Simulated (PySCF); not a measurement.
**Xe⁺ (xenon, charge +1) across methods**

[Kr] 4d10 5s2 5p5, 2P determinant. Computed with PySCF 2.14 in aug-cc-pwCVTZ-DK3 with one added diffuse shell each of s, p, d, f type (11s10p8d5f1g, 125 functions), with the spin-free X2C one-electron Hamiltonian (Gaussian nucleus).

```json
{"method": "PBE0", "E (hartree)": "-7445.41", "mean ε 5s β (eV)": "-30.497", "mean ε 5p α (eV)": "-18.771", "mean ε 5p β (eV)": "-17.936", "Σ⟨r²⟩ (bohr²)": "50.74", "⟨S²⟩": "0.754"}
{"method": "PBE", "E (hartree)": "-7445.34", "mean ε 5s β (eV)": "-28.595", "mean ε 5p α (eV)": "-17.363", "mean ε 5p β (eV)": "-16.601", "Σ⟨r²⟩ (bohr²)": "50.82", "⟨S²⟩": "0.753"}
{"method": "r2SCAN", "E (hartree)": "-7445.75", "mean ε 5s β (eV)": "-29.022", "mean ε 5p α (eV)": "-17.804", "mean ε 5p β (eV)": "-16.937", "Σ⟨r²⟩ (bohr²)": "50.74", "⟨S²⟩": "0.755"}
{"method": "wB97M-V", "E (hartree)": "-7445.25", "mean ε 5s β (eV)": "-33.093", "mean ε 5p α (eV)": "-20.977", "mean ε 5p β (eV)": "-20.189", "Σ⟨r²⟩ (bohr²)": "50.98", "⟨S²⟩": "0.753"}
{"method": "BHandHLYP", "E (hartree)": "-7445.76", "mean ε 5s β (eV)": "-32.289", "mean ε 5p α (eV)": "-19.931", "mean ε 5p β (eV)": "-19.092", "Σ⟨r²⟩ (bohr²)": "50.95", "⟨S²⟩": "0.754"}
{"method": "wB97X", "E (hartree)": "-7446.05", "mean ε 5s β (eV)": "-33.236", "mean ε 5p α (eV)": "-21.068", "mean ε 5p β (eV)": "-20.276", "Σ⟨r²⟩ (bohr²)": "50.83", "⟨S²⟩": "0.753"}
{"method": "LDA", "E (hartree)": "-7439.06", "mean ε 5s β (eV)": "-28.939", "mean ε 5p α (eV)": "-17.483", "mean ε 5p β (eV)": "-16.767", "Σ⟨r²⟩ (bohr²)": "50.75", "⟨S²⟩": "0.751"}
{"method": "UHF", "E (hartree)": "-7442.78151", "mean ε 5s β (eV)": "-34.985", "mean ε 5p α (eV)": "-22.001", "mean ε 5p β (eV)": "-20.884", "Σ⟨r²⟩ (bohr²)": "51.21", "⟨S²⟩": "0.760"}
```
